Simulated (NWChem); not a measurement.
Molecule: HSe$_{2}$Br; SMILES [SeH][Se]Br

All runs: NWChem. All runs use the structure optimised with PBE0/def2-SVP. Gas phase, vertical. One conformer.

PBE0/def2-SVPD, TDA puts singlet state 3 at 3.99 eV with oscillator strength 0.054.

Give the wavelength, the transition dipole and the radiative lifetime of that state in vacuum.


1. λ = 1239.84/3.99 = 311 nm, or 32180 cm⁻¹.
2. f = (2/3) ΔE μ² in atomic units, so μ = √(1.5 f/ΔE) = 0.74 a.u. = 1.89 D.
3. τ = 1.499 s cm⁻² / (f ν²) = 27 ns, for a non-degenerate state that emits at the vertical energy; a higher state like this one mostly decays faster by other paths.
